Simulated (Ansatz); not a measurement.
FH₃O₃Sn (`[OH][Sn]([OH])([OH])[F]`): the same geometry under several functionals.

```yaml
crystal:
  periodic: [false, false, false]
  atoms:
    - {symbol: O, position_ang: [-1.241679, 1.129380, 0.797676]}
    - {symbol: Sn, position_ang: [0.114602, 0.109303, -0.130421]}
    - {symbol: O, position_ang: [1.855275, 0.194666, 0.694407]}
    - {symbol: O, position_ang: [-0.351293, -1.763092, -0.277135]}
    - {symbol: F, position_ang: [0.214458, 0.925468, -1.852407]}
    - {symbol: H, position_ang: [-1.463061, 1.940426, 0.330113]}
    - {symbol: H, position_ang: [2.255457, -0.675449, 0.784266]}
    - {symbol: H, position_ang: [-1.291659, -1.917701, -0.402300]}
basis:
  gaussian: {orbitals: def2-TZVPP}
hamiltonian: {xc: {name: B97M-V}}
output: {orbitals: {seedname: orbitals}}
```

```sh
$ ansatz run in.yaml --threads 4 --pin off --events-out ev --progress --plain --max-ram 10444MiB
```

Output, abridged:

```
Functional definition: B97M-V
1174 factors; their error is unknown
mean field evaluation 1: about -14723.5216 eV, gradient 1.1e2 eV
mean field evaluation 2: about -14659.5528 eV, gradient 2.0e2 eV
mean field evaluation 4: about -14741.4047 eV, gradient 2.1e1 eV
mean field evaluation 8: about -14742.0662 eV, gradient 9.2e-2 eV
mean field evaluation 16: about -14742.0633 eV, gradient 1.0e-4 eV
mean field -14742.06331768 eV, -541.7608343955 hartree, gradient 7.5e-5 eV, S^2 0.000000; 0 other end points of the search recorded, 0 dependent functions left out
reference -14742.06339486 eV, -541.7608372316 hartree; 29, 29 occupied and 187, 187 virtual orbitals, 1174 factors
Total energy: -14742.06339486 eV, -541.7608372316 hartree
```

It took 11 s on 4 threads of an Arm Neoverse N1 on a shared host, with 0.34 GiB of host memory at the peak.

With the line `hamiltonian: {xc: r2scan, dispersion: d4}` and forces (abridged; 6.5 s):

```
Functional definition: r2SCAN
mean field evaluation 16: about -14743.1148 eV, gradient 3.2e-3 eV
mean field -14743.11476080 eV, -541.7994742175 hartree, gradient 4.5e-5 eV, S^2 0.000000
Total energy: -14743.15124867 eV, -541.8008151216 hartree
Atom 0 force    -0.131310     0.058111     0.152593 eV/Å
Atom 1 force    -0.035585     0.007067    -0.045039 eV/Å
Atom 2 force     0.163776     0.071073     0.087077 eV/Å
Atom 3 force     0.032894    -0.208146     0.005277 eV/Å
Atom 4 force     0.017843     0.069849    -0.139465 eV/Å
Atom 5 force     0.007189     0.034769    -0.043193 eV/Å
Atom 6 force    -0.000920    -0.051843    -0.007286 eV/Å
Atom 7 force    -0.053887     0.019120    -0.009964 eV/Å
Dipole moment:    -0.232109    -0.170059     0.094935 e Å
```

With the line `hamiltonian: {xc: {name: PBE-QIDH}}` (abridged; 7.5 s):

```
Functional definition: PBE-QIDH
mean field evaluation 16: about -14716.3964 eV, gradient 1.3e-4 eV
mean field -14716.39638224 eV, -540.8175919157 hartree, gradient 8.3e-6 eV, S^2 0.000000
8 core orbitals not correlated: weight in the atoms' cores, before any rotation towards them, 1.000 or more for the frozen orbitals, at most 0.000 for the correlated occupied ones
second order -39.47311099 eV of doubles, -0.00000000 eV of singles
Total energy: -14729.55409907 eV, -541.3011290906 hartree
```

With the line `hamiltonian: {xc: lda}` (abridged; 1.6 s):

```
Functional definition: SPW92
mean field evaluation 16: about -14674.5182 eV, gradient 1.6e-4 eV
mean field -14674.51824801 eV, -539.2785988687 hartree, gradient 2.7e-5 eV, S^2 0.000000
Total energy: -14674.51829727 eV, -539.2786006788 hartree
```

Changing it to `hamiltonian: {xc: {name: BLYP}, dispersion: d4}` (abridged; 2.6 s):

```
Functional definition: BLYP
mean field evaluation 16: about -14742.4283 eV, gradient 2.2e-4 eV
mean field -14742.42834884 eV, -541.7742490430 hartree, gradient 7.9e-5 eV, S^2 0.000000
Total energy: -14742.75876605 eV, -541.7863916514 hartree
```

Changing it to `hamiltonian: {xc: {name: BHLYP}, dispersion: d4}` (abridged; 4 s):

```
Functional definition: BHLYP
mean field evaluation 16: about -14738.8249 eV, gradient 2.2e-4 eV
mean field -14738.82489756 eV, -541.6418246509 hartree, gradient 4.2e-5 eV, S^2 0.000000
Total energy: -14739.02791278 eV, -541.6492853226 hartree
```
